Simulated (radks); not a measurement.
Task: Species: the molybdenum ion Mo25+. Configuration: [Ne] 3s2 3p5 (the NIST ground configuration). All-electron calculation, Dirac Kohn-Sham, exchange-only PBE, spin-unpolarised, spherical densities, finite nucleus; open shells fill j = l - 1/2 first; Fermi nuclear charge, rms radius 4.4091 fm. Program: a radial shooting solver on a logarithmic mesh with Libxc functionals. Some entries of the table are withheld. Estimate them.

| orbital | occ. | eigenvalue (hartree) | <r^2> (bohr^2) |
|---|---|---|---|
| 1s1/2 | 2 | (1) | 0.001669 |
| 2s1/2 | 2 | -143.6076 | (2) |
| 2p1/2 | 2 | (3) | 0.02049 |
| 2p3/2 | 4 | (4) | 0.02178 |
| 3s1/2 | 2 | -51.27936 | (5) |
| 3p1/2 | 2 | -48.46300 | (6) |
| 3p3/2 | 3 | -47.57207 | (7) |
| 3d3/2 | 0 | -43.26452 | (8) |
| 3d5/2 | 0 | -43.06729 | (9) |
| 4s1/2 | 0 | -25.76656 | 0.6163 |

Result: 
(1) 1s1/2 eigenvalue (hartree): -769.7584
(2) 2s1/2 <r^2> (bohr^2): 0.02719
(3) 2p1/2 eigenvalue (hartree): -135.7082
(4) 2p3/2 eigenvalue (hartree): -131.7292
(5) 3s1/2 <r^2> (bohr^2): 0.1669
(6) 3p1/2 <r^2> (bohr^2): 0.1570
(7) 3p3/2 <r^2> (bohr^2): 0.1629
(8) 3d3/2 <r^2> (bohr^2): 0.1290
(9) 3d5/2 <r^2> (bohr^2): 0.1305
